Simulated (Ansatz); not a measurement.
Complex (SMILES): F (HF) with F (HF), atoms 1 to 2 the first; geometry from B3LYP-D3(BJ)/def2-TZVP, monomers rigid:
```xyz
4

F     -0.1109     0.0578    -0.7031
H      0.2570     0.2171     0.1337
F      1.2812     1.5025    -2.5344
H      0.7179     0.9578    -2.0301
```

Basis-set convergence of the counterpoise-corrected interaction energy at wB97M-V with Ansatz (a first-principles code). Cartesian d functions, on some or all atoms, in 6-31G*, 6-31G**, 6-31+G*; all else is spherical. The program fits the integrals of some runs and decomposes those of others, by size. The functional holds VV10 correlation; no added dispersion term, no relativity. Functions are those of the species that has most. Reference: the value in aug-cc-pV5Z, -4.71 kcal/mol.

```
basis              functions  counterpoise-corrected interaction energy (kcal/mol)
-----------------  ---------  ----------------------------------------------------
STO-3G                    12                                                 -1.62
3-21G                     22                                                 -5.93
pcseg-0                   22                                                 -6.25
6-31G*                    34                                                 -5.52
cc-pVDZ                   38                                                     ?
6-31G**                   40                                                     ?
6-31+G*                   42                                                 -4.95
6-311G**                  48                                                     ?
6-311+G**                 56                                                 -4.84
def2-SVPD                 62                                                 -4.85
pcseg-2                   88                                                     ?
6-311++G(3df,3pd)        114                                                 -4.71
cc-pVQZ                  170                                                 -4.83
def2-QZVPP               174                                                 -4.74
pcseg-3                  186                                                 -4.72
def2-QZVPPD              198                                                 -4.70
pcseg-4                  324                                                 -4.72
aug-cc-pV5Z              414                                                 -4.71
```

### Question
What belongs in the gaps?

### Answer

- cc-pVDZ, counterpoise-corrected interaction energy (kcal/mol): -5.08
- 6-31G**, counterpoise-corrected interaction energy (kcal/mol): -5.39
- 6-311G**, counterpoise-corrected interaction energy (kcal/mol): -5.18
- pcseg-2, counterpoise-corrected interaction energy (kcal/mol): -4.77
